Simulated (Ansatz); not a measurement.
Consider the ligand exchange at a Zn–C bond: `[SiH3]O[CH2][ZnH]` + `C[SiH2]N` → `C[SiH2][NH][ZnH]` + `CO[SiH3]`.

Gas-phase electronic energies from Ansatz, PBE0-D4/def2-TZVP geometries. CCSD(T)/CBS adds triple-zeta CCSD(T) − MP2 to the extrapolated MP2 energy (def2 sets, frozen cores). DFT in def2-TZVPP. B3LYP here is the variant with VWN-RPA as its local correlation; programs differ in this. For Zn outer-core shells are correlated without core-valence functions, which leaves a few kJ/mol of doubt a bond. Scalar relativity is left out up to krypton. Each species was taken in one conformer, which may not be the lowest.

```csv
level,ΔE (kJ/mol)
LDA (SPW92),-69.5
B3LYP-D4,-73.0
ωB97M-V,-71.2
BLYP,-66.0
PBE0,-69.6
BHLYP,-75.1
LC-ωPBE,-72.1
CCSD(T)/def2-SVP,-83.0
```

Task: What does CCSD(T)/CBS give? (Estimate.)

Result: The calculation gave: -77.3 kJ/mol. The listed levels differ from it by 7.8, 4.3, 6.1, 11.3, 7.7, 2.2, 5.2, -5.7 kJ/mol.

Largest T1 diagnostic among the species: 0.014.

Leaving LDA and LC-ωPBE aside and taking each functional with its dispersion term where it has one, the values, not all of them listed here, spread over 10.6 kJ/mol, from BHLYP-D4 to PBE-D4. LDA lies −3.8 kJ/mol from PBE without D4. The D4 term adds −3.3 kJ/mol with B3LYP and −1.8 kJ/mol with PBE0; it sums over pairs of atoms, weighted by their polarisabilities, and B3LYP, whose exchange is more repulsive, gets the larger term. At CCSD(T), def2-SVP lies −5.7 kJ/mol from the extrapolated value and def2-TZVPP −0.7 kJ/mol.
